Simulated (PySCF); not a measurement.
## Correlation energy of C+ (carbon, charge +1)

[He] 2s2 3s1, 2S determinant (an excited configuration). Computed with PySCF 2.14 in aug-cc-pVQZ-DK, with the spin-free X2C one-electron Hamiltonian (Gaussian nucleus). Frozen: 1s2; 3 electrons correlated.

MP2 pair energies summed by pair of shells (mhartree):

```
 pair  energy  share (%)
2s-2s  -44.97       81.4
2s-3s  -10.26       18.6
```

Total MP2 correlation energy: -55.23 mhartree.

Same-spin part -3.23 and opposite-spin part -52.00 mhartree; SCS-MP2 scales them by 1/3 and 6/5 to -63.48 mhartree.
